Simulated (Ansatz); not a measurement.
BH₄NSn (`[BH]1[NH][SnH2]1`), 7 atoms. Charge 0, multiplicity 1. Correlated methods include outer-core shells of Sn, which these sets cover unevenly. Sn: def2 effective core potential. All runs use 2 threads of an Arm Neoverse V2 on a shared host. Correlated methods freeze the cores. Open-shell runs search over several starts.

**Question.** How many basis functions does each run have, and how long does it take in Ansatz? RKS BHLYP-D4/def2-TZVPP energy; RHF-MP2/def2-QZVPP energy; direct RPA on PBE orbitals/def2-TZVPP energy; RKS SPW92 (LDA)/def2-TZVPP energy; UKS B2PLYP (frozen core)/def2-TZVPP energy of the cation; RKS B2PLYP (frozen core)/def2-TZVPP energy; UHF-MP2/def2-QZVPP energy of the cation; UKS B3LYP-D4/def2-TZVPP energy of the cation; UKS ωB97M-V/def2-TZVPP energy of the cation; UHF-CCSD(T)/def2-TZVPP energy of the cation; RKS PBE0-D4/def2-QZVPP energy; RKS PBE0-D4/def2-TZVP relaxation (8 steps). (Best estimate.)

**Answer.** Ansatz gave: Other jobs shared the machine, so times are rough.

```json
{"level": "RKS SPW92 (LDA)/def2-TZVPP", "job": "energy", "functions": "168", "wall time": "0.95 s", "peak host memory (GiB)": "0.16"}
{"level": "RKS BHLYP-D4/def2-TZVPP", "job": "energy", "functions": "168", "wall time": "2.1 s", "peak host memory (GiB)": "0.29"}
{"level": "RKS B2PLYP (frozen core)/def2-TZVPP", "job": "energy", "functions": "168", "wall time": "4 s", "peak host memory (GiB)": "0.34"}
{"level": "direct RPA on PBE orbitals/def2-TZVPP", "job": "energy", "functions": "168", "wall time": "4.8 s", "peak host memory (GiB)": "0.34"}
{"level": "RKS PBE0-D4/def2-QZVPP", "job": "energy", "functions": "316", "wall time": "4.8 s", "peak host memory (GiB)": "0.67"}
{"level": "UKS B3LYP-D4/def2-TZVPP", "job": "energy of the cation", "functions": "168", "wall time": "5.5 s", "peak host memory (GiB)": "0.38"}
{"level": "RHF-MP2/def2-QZVPP", "job": "energy", "functions": "316", "wall time": "12 s", "peak host memory (GiB)": "1.1"}
{"level": "UKS B2PLYP (frozen core)/def2-TZVPP", "job": "energy of the cation", "functions": "168", "wall time": "12 s", "peak host memory (GiB)": "0.55"}
{"level": "UKS ωB97M-V/def2-TZVPP", "job": "energy of the cation", "functions": "168", "wall time": "14 s", "peak host memory (GiB)": "0.58"}
{"level": "RKS PBE0-D4/def2-TZVP", "job": "relaxation (8 steps)", "functions": "136", "wall time": "20 s", "peak host memory (GiB)": "0.25"}
{"level": "UHF-MP2/def2-QZVPP", "job": "energy of the cation", "functions": "316", "wall time": "28 s", "peak host memory (GiB)": "1.2"}
{"level": "UHF-CCSD(T)/def2-TZVPP", "job": "energy of the cation", "functions": "168", "wall time": "2.9 min", "peak host memory (GiB)": "3.9"}
```

B3LYP here is the variant with VWN-RPA as its local correlation; programs differ in this.
